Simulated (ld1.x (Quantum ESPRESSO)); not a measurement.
## Cutoff test, iron (Fe), PAW

```json
{
  "Element": "iron (Fe)",
  "Generator": "ld1.x (Quantum ESPRESSO) 7.5",
  "Type": "PAW",
  "Functional": "PBE",
  "Relativity": "scalar-relativistic",
  "Frozen core": "[Ne]",
  "Valence charge": "16",
  "Reference configuration": "3s2 3p6 3d6 4s0 4p0 (charge +2)",
  "Partial waves": "3s (bound): rcut 1.05, rcutus 1.40 bohr; 4s (bound, empty): rcut 1.05, rcutus 1.40 bohr; 3p (bound): rcut 1.25, rcutus 1.55 bohr; 4p (bound, empty): rcut 1.25, rcutus 1.55 bohr; 3d (bound): rcut 1.45, rcutus 1.80 bohr; 3d channel at -1.3 Ry: rcut 1.45, rcutus 1.80 bohr",
  "Local potential": "all-electron potential smoothed inside 1.70 bohr (lloc = -2)",
  "Core correction": "a·sin(br)/r model core inside 0.65 bohr",
  "Augmentation charge": "BESSEL, radius 1.00 bohr"
}
```

The pseudo-atom Hamiltonian at the reference potential is diagonalised in spherical Bessel functions j_l(qr) that vanish at 20 bohr, with q² up to the cutoff. All-electron valence levels (Ry): 3s -8.2665, 4s -1.4846, 3p -5.7707, 4p -1.0509, 3d -1.8902.

**Question.** How do the lowest levels (Ry) of each channel move with the cutoff, and are there ghosts?

**Answer.**

```
cutoff (Ry)     s #1     s #2     p #1     p #2     d #1     d #2     f #1     f #2  Σ f·Δε (mRy)
          8  -7.6981  -1.2869  -4.7916  -0.8394  -1.1259  -0.4147  -0.2743  -0.1561       11597.4
         12  -8.0782  -1.3563  -5.4127  -0.9014  -1.5386  -0.4703  -0.2744  -0.1562        4634.7
         21  -8.2507  -1.4174  -5.7300  -0.9493  -1.8554  -0.5116  -0.2744  -0.1563         485.1
         30  -8.2652  -1.4508  -5.7674  -0.9753  -1.8881  -0.5222  -0.2744  -0.1563          35.1
         40  -8.2659  -1.4788  -5.7700  -1.0109  -1.8897  -0.5255  -0.2744  -0.1563           8.5
         50  -8.2663  -1.4842  -5.7703  -1.0448  -1.8901  -0.5257  -0.2744  -0.1563           3.7
         70  -8.2665  -1.4846  -5.7706  -1.0499  -1.8902  -0.5257  -0.2744  -0.1563           0.8
         90  -8.2665  -1.4847  -5.7707  -1.0508  -1.8902  -0.5257  -0.2744  -0.1563           0.3
        400  -8.2665  -1.4848  -5.7707  -1.0510  -1.8902  -0.5257  -0.2744  -0.1563           0.0
```

Result: no extra level below or beside the all-electron valence levels (s, p, d, f tested); 10 mRy is reached at 40 Ry and 1 mRy at 70 Ry.

Test run stopped at test 7 of 7 (negative rho), 2 before it not solved.
